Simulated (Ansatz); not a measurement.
Reaction (redistribution): `[O]=[W](=[O])([OH])[F]` + `C=C(O)BCl` → `[O]=[W](=[O])([OH])[OH]` + `C=C(F)BCl`

Program: Ansatz. Geometries: PBE0-D4/def2-TZVP. ΔE: electronic, gas phase. CCSD(T)/CBS is the MP2 limit (def2-TZVPP, def2-QZVPP) plus CCSD(T) − MP2 in def2-TZVPP, frozen cores. DFT in def2-TZVPP. def2 core potentials past Kr. For W outer-core shells are correlated without core-valence functions, which leaves a few kJ/mol of doubt a bond. One conformer a species, not always the lowest.

`[O]=[W](=[O])([OH])[F]`:

Z-matrix (Å, degrees):
```
W
O 1 1.698
O 1 1.872 2 109.6
O 1 1.699 2 107.8 3 -117.8
F 1 1.857 2 109.6 3 122.9
H 3 0.960 1 126.3 2 9.1
```

`C=C(O)BCl`:

Cartesian coordinates in Å:
```
C -0.433 0.791 0.889
C 0.001 0.157 -0.211
O 0.107 0.740 -1.430
B 0.408 -1.328 -0.088
Cl 0.987 -2.225 -1.459
H -0.490 0.255 1.826
H -0.737 1.835 0.888
H -0.175 1.659 -1.375
H 0.330 -1.885 0.961
```

`[O]=[W](=[O])([OH])[OH]`:

Cartesian coordinates in Å:
```
O 1.250 1.261 -0.759
W 0.216 0.243 0.136
O 0.398 0.594 1.794
O -1.573 0.556 -0.355
O 0.695 -1.545 -0.197
H -1.853 1.094 -1.099
H 0.868 -2.203 0.480
```

`C=C(F)BCl`:

```xyz
8

C     0.260    1.095    0.690
C     0.460    0.062   -0.127
F     1.669   -0.096   -0.692
B    -0.646   -0.961   -0.450
Cl   -0.348   -2.293   -1.520
H     1.042    1.812    0.915
H    -0.712    1.223    1.146
H    -1.725   -0.842    0.039
```

```
          level  ΔE (eV)
        ωB97M-V     0.35
CCSD/def2-TZVPP     0.33
```

Problem. What does CCSD(T)/CBS give? (Estimate.)

Solution. Computed: +0.35 eV. The listed levels differ from it by 0.00, -0.02 eV.

Largest T1 diagnostic among the species: 0.023, so the coupled-cluster value is less sure than usual.

Leaving LDA and LC-ωPBE aside and taking each functional with its dispersion term where it has one, the values, not all of them listed here, spread over 0.10 eV, from BHLYP-D4 to revPBE-D4. At CCSD(T), def2-SVP lies +0.06 eV from the extrapolated value and def2-TZVPP +0.00 eV. From BLYP to BHLYP (50 % exact exchange), in def2-TZVPP and without D4, ΔE moves by −0.04 eV.
